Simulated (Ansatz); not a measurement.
Basis-set extrapolation for C₅H₁₄N₂ (`CN(C)CCCN`) (PBE0-D4/def2-TZVP geometry, frozen core, the Gaussian-basis code of Ansatz). Multiplicity 1, RHF reference.

|  | def2-TZVPP | def2-QZVPP |
| --- | --- | --- |
| HF | -306.481700 | -306.496504 |
| MP2 correlation | -1.311287 | -1.395917 |
| CCSD(T) correlation | -1.433073 | not run |

Energies in hartree. Use E(X) = E(∞) + A·exp(−7.88·√X) for Hartree–Fock and E(X) = E(∞) + B·X^(−2.97) for correlation, with X = 3 and 4, and add CCSD(T) minus MP2 of the smaller set to the MP2 limit.

Q: What is the CCSD(T) energy at the basis-set limit?

A: HF limit: -306.496504 + (-0.014804) × 0.13774 = -306.49854. MP2 limit: -1.395917 + (-0.084630) × 0.74074 = -1.45861. Higher-order term: -1.433073 − (-1.311287) = -0.12179. Total: -308.07894 hartree, 431.0 kJ/mol below CCSD(T)/def2-TZVPP.
